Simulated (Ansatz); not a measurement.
Reactions of C₂H₆OSSi (`SC1CO[SiH2]1`).

Isolated molecules relaxed with PBE0-D4/def2-TZVP in Ansatz; ΔE leaves out vibrations. CCSD(T)/CBS adds triple-zeta CCSD(T) − MP2 to the extrapolated MP2 energy (def2 sets, frozen cores). This one scheme is used for every species, atoms too. Functionals use def2-TZVPP. No spin–orbit coupling; open shells (•) take unrestricted orbitals. Spin–orbit coupling would lower the free atoms: a little for C, O, S, Si. Each species was taken in one conformer, which may not be the lowest.

```
                                    reaction  PBE-D4 (eV)
   `SC1CO[SiH2]1` + H₂ → `C1C[SiH2]O1` + H₂S        -0.67
             `SC1CO[SiH2]1` → `C[Si]1(S)CO1`        -0.97
            `SC1CO[SiH2]1` → `[SiH3]O/C=C\S`         0.11
             `SC1CO[SiH2]1` → `SC1OC[SiH2]1`         1.35
`SC1CO[SiH2]1` → 2 C• + 6 H• + O• + S• + Si•        42.38
             `SC1CO[SiH2]1` → `[SiH3]SC1CO1`         0.90
              `SC1CO[SiH2]1` → `S[SiH]1CCO1`        -1.31
            `SC1CO[SiH2]1` → `COC([SiH3])=S`         1.06
            `SC1CO[SiH2]1` → `CC(=S)[SiH2]O`        -0.74
 `SC1CO[SiH2]1` + H–F → `FC1CO[SiH2]1` + H₂S         0.49
```

Q: Give the CCSD(T)/CBS values in the same order. (Best estimate.)

A: Ansatz gave: -0.73, -0.88, 0.13, 1.54, 41.64, 1.13, -1.30, 1.30, -0.78, 0.60 eV.

Largest T1 diagnostic: 0.017, for `COC([SiH3])=S`.
